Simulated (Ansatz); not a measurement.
Reaction (ligand exchange at the Se–Ga bond): `[F][Ga]([SH])[SeH]` + `OPO` → `OP(O)[SeH]` + `[F][GaH][SH]`

Gas-phase electronic energies from Ansatz, PBE0-D4/def2-TZVP geometries. CBS: MP2 limit from def2 TZ/QZ plus the TZ coupled-cluster correction, frozen cores. DFT in def2-TZVPP. For Ga, Se outer-core shells are correlated without core-valence functions, which leaves a few kJ/mol of doubt a bond. Scalar relativity is left out up to krypton. One conformer a species, not always the lowest.

| level | ΔE (kJ/mol) |
| --- | --- |
| r2SCAN0-D4 | 68.1 |
| CAM-B3LYP-D4 | 70.4 |
| LC-ωPBE | 74.1 |
| SCS-MP2/def2-QZVPP | 76.7 |

What does CCSD(T)/CBS give? (Estimate.)

The calculation gave: +73.5 kJ/mol. The listed levels differ from it by -5.4, -3.1, 0.6, 3.2 kJ/mol.

Largest T1 diagnostic among the species: 0.014.

In def2-TZVPP, CCSD(T) changes the Hartree–Fock value by −10.8 kJ/mol (the triples alone add −3.4 kJ/mol) and MP2 by −11.1 kJ/mol. From r2SCAN to r2SCAN0 (25 % exact exchange), in def2-TZVPP and without D4, ΔE moves by +7.5 kJ/mol.
